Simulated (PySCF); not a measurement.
Correlation energy of Ni⁺ (nickel, charge +1)

[Ar] 3d8 4s1, high-spin 4F determinant (an excited configuration). Calculation: PySCF 2.14, in aug-cc-pVDZ-DK (7s6p4d2f, 59 functions); scalar relativity by spin-free X2C-1e. Frozen: [Ar]; 9 electrons correlated.

```csv
level,correlation energy (mhartree)
CCSD,-231.91
(T),-5.10
CCSD(T),-237.01
```

Diagnostics: T1 = 0.013, D1 = 0.0284, largest double amplitude 0.028.

Cost of the coupled-cluster step: about 6 core-seconds, for 9 correlated electrons.

Iterations:

```
CC2 = 0
CCSD nocc = (np.int64(6), np.int64(3)), nmo = (50, 50)
frozen orbitals [[0, 1, 2, 3, 4, 5, 6, 7, 8], [0, 1, 2, 3, 4, 5, 6, 7, 8]]
max_cycle = 100
direct = 0
conv_tol = 1e-08
conv_tol_normt = 1e-06
diis_space = 8
diis_start_cycle = 0
Init t2, MP2 energy = -0.241247879321703
Init E_corr(UCCSD) = -0.241247879322186
cycle = 1  E_corr(UCCSD) = -0.225940679455538  dE = 0.0153071999  norm(t1,t2) = 0.0575861
cycle = 2  E_corr(UCCSD) = -0.231978009710117  dE = -0.00603733025  norm(t1,t2) = 0.0180631
cycle = 3  E_corr(UCCSD) = -0.231336862033432  dE = 0.000641147677  norm(t1,t2) = 0.00893119
cycle = 4  E_corr(UCCSD) = -0.231857195181449  dE = -0.000520333148  norm(t1,t2) = 0.00343827
cycle = 5  E_corr(UCCSD) = -0.231913971224718  dE = -5.67760433e-05  norm(t1,t2) = 0.000753691
cycle = 6  E_corr(UCCSD) = -0.231903852566791  dE = 1.01186579e-05  norm(t1,t2) = 0.000333552
cycle = 7  E_corr(UCCSD) = -0.231904116236147  dE = -2.63669356e-07  norm(t1,t2) = 9.1132e-05
cycle = 8  E_corr(UCCSD) = -0.231907222602534  dE = -3.10636639e-06  norm(t1,t2) = 3.42547e-05
cycle = 9  E_corr(UCCSD) = -0.231906884274866  dE = 3.38327668e-07  norm(t1,t2) = 1.07852e-05
cycle = 10  E_corr(UCCSD) = -0.231906608695927  dE = 2.75578939e-07  norm(t1,t2) = 2.94596e-06
cycle = 11  E_corr(UCCSD) = -0.231906644752831  dE = -3.6056904e-08  norm(t1,t2) = 1.28969e-06
cycle = 12  E_corr(UCCSD) = -0.231906660677255  dE = -1.59244238e-08  norm(t1,t2) = 5.77034e-07
cycle = 13  E_corr(UCCSD) = -0.231906647042959  dE = 1.36342956e-08  norm(t1,t2) = 1.68362e-07
cycle = 14  E_corr(UCCSD) = -0.231906648597471  dE = -1.55451166e-09  norm(t1,t2) = 7.54354e-08
UCCSD converged
E(UCCSD) = -1519.066329722491  E_corr = -0.231906648597471
UCCSD(T) correction = -0.00510162146447488
```
